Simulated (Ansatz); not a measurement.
`FCC(F)(CF)CF` + H₂ → `FCC(F)CF` + `CF`  (hydrogenolysis of a C–C bond)

Program: Ansatz. Geometries: PBE0-D4/def2-TZVP. ΔE: electronic, gas phase. CBS: MP2 limit from def2 TZ/QZ plus the TZ coupled-cluster correction, frozen cores. This one scheme is used for every species. DFT in def2-TZVPP. HSE06 is defined as in plane-wave codes. One conformer a species, not always the lowest.

```tsv
level	ΔE (kcal/mol)
revPBE-D4	-8.3
PBE	-11.1
revPBE	-13.4
r2SCANh	-9.2
HSE06	-11.6
HF/def2-SVP	-13.2
MP2/def2-TZVPP	-8.2
HF/def2-QZVPP	-15.9
```

(1) What does CCSD(T)/CBS give? (Estimate.)

Largest T1 diagnostic among the species: 0.011.

## Answers

(1) Computed: -9.0 kcal/mol. The listed levels differ from it by 0.7, -2.1, -4.4, -0.2, -2.6, -4.2, 0.8, -6.9 kcal/mol.

In def2-TZVPP, CCSD(T) changes the Hartree–Fock value by +6.9 kcal/mol (the triples alone add +1.4 kcal/mol) and MP2 by +7.4 kcal/mol. At CCSD(T), def2-SVP lies +3.1 kcal/mol from the extrapolated value and def2-TZVPP +0.3 kcal/mol.
